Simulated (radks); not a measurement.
Coulomb parameter of the 5d shell of the iridium ion Ir3+ in the model configuration [Xe] 4f14 5d5 6p1, as a second difference U = [E(n + 0.25) + E(n - 0.25) - 2 E(n)] / (0.25)^2 with all orbitals relaxed. "Bare": the charge of the atom changes with n. "Screened": the 6p shell takes up the change at fixed total charge, which measures U(5d,5d) + U(6p,6p) - 2 U(5d,6p). Method: scalar-relativistic Kohn-Sham, PBE, spin-unpolarised, spherical densities, finite nucleus; Fermi nuclear charge, rms radius 5.4032 fm; computed with a radial shooting solver on a logarithmic mesh with Libxc functionals.

case,configuration,E - E(n) (eV)
start,[Xe] 4f14 5d5 6p1,0.000
bare +0.25,[Xe] 4f14 5d5.25 6p1,-9.814
bare -0.25,[Xe] 4f14 5d4.75 6p1,10.641
screened +0.25,[Xe] 4f14 5d5.25 6p0.75,-4.038
screened -0.25,[Xe] 4f14 5d4.75 6p1.25,4.175

U(bare) = 13.234 eV, U(screened by 6p) = 2.206 eV, against the Slater integral F0(5d,5d) = 16.349 eV with frozen orbitals.
